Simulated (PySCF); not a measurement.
C₂H₄F₂Si₂, SMILES F[SiH](F)C#C[SiH3].

Geometry optimised at PBE-D3(BJ)/def2-SVP. The structure was generated by enumeration, and PubChem lists no compound with its InChIKey, so it may never have been made.

Computed with SMD-PBE0/6-31G* in PySCF.

Solvation free energies are E(SMD) − E(gas) at the gas-phase geometry, for 1 M in both phases. In vacuum the dipole moment is 2.34 D.

```
solvent         ΔG(solv) (kcal/mol)  its non-electrostatic (CDS) part  dipole (D)
--------------  -------------------  --------------------------------  ----------
water                             …                                 …           …
ethylethanoate                 -0.7                               1.4        2.72
chloroform                     -1.2                               0.8        2.70
```

Complete the blanks. (An estimate is asked for; the answer gives what the named calculation found.)


- water, ΔG(solv) (kcal/mol): 3.2
- water, its non-electrostatic (CDS) part: 5.9
- water, dipole (D): 2.83
